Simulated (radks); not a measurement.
Pb5+, configuration [Xe] 4f14 5d(3/2: 4, 5/2: 4) 6p(1/2: 1, 3/2: 0) (not the ground configuration). All-electron calculation, Dirac Kohn-Sham, PBE, spin-unpolarised, spherical densities, finite nucleus; Fermi nuclear charge, rms radius 5.5012 fm. Program: a radial shooting solver on a logarithmic mesh with Libxc functionals.

Unscreened Slater integrals over Kohn-Sham orbitals (hartree). Large and small components are both included. Empty in this configuration: 6p3/2.

\begin{tabular}{lr}
integral & value \\ \hline
F0(6p1/2,6p1/2) & 0.42305 \\
F0(6p1/2,5d5/2) & 0.50156 \\
G3(6p1/2,5d5/2) & 0.074263 \\
F0(6p1/2,5d3/2) & 0.50402 \\
G1(6p1/2,5d3/2) & 0.079761 \\
F0(6p1/2,5p3/2) & 0.51857 \\
G2(6p1/2,5p3/2) & 0.040190 \\
F0(6p1/2,6p3/2) & 0.40630 \\
G2(6p1/2,6p3/2) & 0.21813 \\
F0(5d5/2,5d5/2) & 0.73772 \\
F2(5d5/2,5d5/2) & 0.39135 \\
F4(5d5/2,5d5/2) & 0.26372 \\
F0(5d5/2,5d3/2) & 0.74770 \\
F2(5d5/2,5d3/2) & 0.39622 \\
G2(5d5/2,5d3/2) & 0.39557 \\
G4(5d5/2,5d3/2) & 0.26663 \\
F0(5d5/2,5p3/2) & 0.80835 \\
F2(5d5/2,5p3/2) & 0.41780 \\
G1(5d5/2,5p3/2) & 0.51638 \\
G3(5d5/2,5p3/2) & 0.32327 \\
F0(5d5/2,6p3/2) & 0.47086 \\
F2(5d5/2,6p3/2) & 0.16774 \\
G1(5d5/2,6p3/2) & 0.060033 \\
G3(5d5/2,6p3/2) & 0.055266 \\
F0(5d3/2,5d3/2) & 0.75820 \\
F2(5d3/2,5d3/2) & 0.40196 \\
F0(5d3/2,5p3/2) & 0.82232 \\
F2(5d3/2,5p3/2) & 0.42899 \\
G1(5d3/2,5p3/2) & 0.53686 \\
G3(5d3/2,5p3/2) & 0.33616 \\
F0(5d3/2,6p3/2) & 0.47296 \\
F2(5d3/2,6p3/2) & 0.16389 \\
G1(5d3/2,6p3/2) & 0.054833 \\
G3(5d3/2,6p3/2) & 0.051685 \\
F0(5p3/2,5p3/2) & 0.90950 \\
F2(5p3/2,5p3/2) & 0.49203 \\
F0(5p3/2,6p3/2) & 0.48549 \\
F2(5p3/2,6p3/2) & 0.13923 \\
G0(5p3/2,6p3/2) & 0.026058 \\
G2(5p3/2,6p3/2) & 0.036038 \\
F0(6p3/2,6p3/2) & 0.39218 \\
F2(6p3/2,6p3/2) & 0.21681 \\
\end{tabular}
